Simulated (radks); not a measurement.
Results of a calculation; reference values are marked as such.
Ionisation of the beryllium ion Be2+, [He], to 1s1 as the strength of local exchange is varied. Code: a radial shooting solver on a logarithmic mesh with Libxc functionals. Model: Dirac Kohn-Sham, Slater X-alpha exchange (alpha = 2/3 is LDA exchange), no correlation, spin-unpolarised, spherical densities, finite nucleus; Fermi nuclear charge, rms radius 2.519 fm.

alpha	E(Be2+) (hartree)	exchange (hartree)	IE (eV)	-e of the level emptied (eV)	<r> of it (bohr)
0.63	-13.19116	-1.81330	153.14	126.99 (1s1/2)	0.4239
0.667	-13.29790	-1.92862	154.80	128.68 (1s1/2)	0.4218
0.697	-13.38481	-2.02285	156.15	130.06 (1s1/2)	0.4201
0.772	-13.60348	-2.26121	159.55	133.54 (1s1/2)	0.4159
0.854	-13.84486	-2.52642	163.32	137.39 (1s1/2)	0.4114
0.867	-13.88335	-2.56891	163.92	138.01 (1s1/2)	0.4107
0.905	-13.99621	-2.69380	165.68	139.82 (1s1/2)	0.4087
1.035	-14.38618	-3.12883	171.79	146.10 (1s1/2)	0.4019

NIST Atomic Spectra Database: 153.90 eV (theoretical). The Delta-SCF value meets it near alpha = 0.65. Spin polarisation and multiplet splitting are left out, so open shells lie too high by an amount that depends on their filling.

Beside tabulated values, note that spin-unpolarised runs miss the spin-polarisation part of the exchange energy of open shells.
